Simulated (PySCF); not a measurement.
Sc⁺ (scandium, charge +1) across methods

[Ar] 3d1 4p1, one real determinant (an excited configuration). All numbers are calculated (PySCF 2.14, scalar relativity by spin-free X2C-1e, in x2c-QZVPPall (11s7p5d3f2g, 96 functions)).

```json
{"method": "BP86", "E (hartree)": "-763.934", "mean ε 3p β (eV)": "-41.255", "mean ε 3d α (eV)": "-11.819", "mean ε 4p α (eV)": "-7.609", "Σ⟨r²⟩ (bohr²)": "34.79", "⟨S²⟩": "2.000"}
{"method": "PBEsol", "E (hartree)": "-762.701", "mean ε 3p β (eV)": "-41.095", "mean ε 3d α (eV)": "-11.629", "mean ε 4p α (eV)": "-7.486", "Σ⟨r²⟩ (bohr²)": "34.90", "⟨S²⟩": "2.000"}
{"method": "wB97M-V", "E (hartree)": "-763.779", "mean ε 3p β (eV)": "-46.182", "mean ε 3d α (eV)": "-15.675", "mean ε 4p α (eV)": "-8.994", "Σ⟨r²⟩ (bohr²)": "35.77", "⟨S²⟩": "2.000"}
{"method": "PBE0", "E (hartree)": "-763.657", "mean ε 3p β (eV)": "-43.639", "mean ε 3d α (eV)": "-13.366", "mean ε 4p α (eV)": "-8.004", "Σ⟨r²⟩ (bohr²)": "35.22", "⟨S²⟩": "2.001"}
{"method": "UHF", "E (hartree)": "-762.97969", "mean ε 3p β (eV)": "-49.905", "mean ε 3d α (eV)": "-17.724", "mean ε 4p α (eV)": "-9.013", "Σ⟨r²⟩ (bohr²)": "36.87", "⟨S²⟩": "2.002"}
{"method": "PBE", "E (hartree)": "-763.620", "mean ε 3p β (eV)": "-41.162", "mean ε 3d α (eV)": "-11.735", "mean ε 4p α (eV)": "-7.540", "Σ⟨r²⟩ (bohr²)": "34.98", "⟨S²⟩": "2.000"}
{"method": "LDA", "E (hartree)": "-761.852", "mean ε 3p β (eV)": "-41.233", "mean ε 3d α (eV)": "-11.684", "mean ε 4p α (eV)": "-7.516", "Σ⟨r²⟩ (bohr²)": "34.74", "⟨S²⟩": "2.000"}
{"method": "r2SCAN", "E (hartree)": "-763.802", "mean ε 3p β (eV)": "-41.939", "mean ε 3d α (eV)": "-11.973", "mean ε 4p α (eV)": "-7.516", "Σ⟨r²⟩ (bohr²)": "35.12", "⟨S²⟩": "2.001"}
{"method": "LC-wPBE", "E (hartree)": "-763.681", "mean ε 3p β (eV)": "-46.492", "mean ε 3d α (eV)": "-16.299", "mean ε 4p α (eV)": "-9.492", "Σ⟨r²⟩ (bohr²)": "35.37", "⟨S²⟩": "2.001"}
```

⟨L²⟩ = 8.02 against 12 for a pure F term, so this real determinant mixes terms.
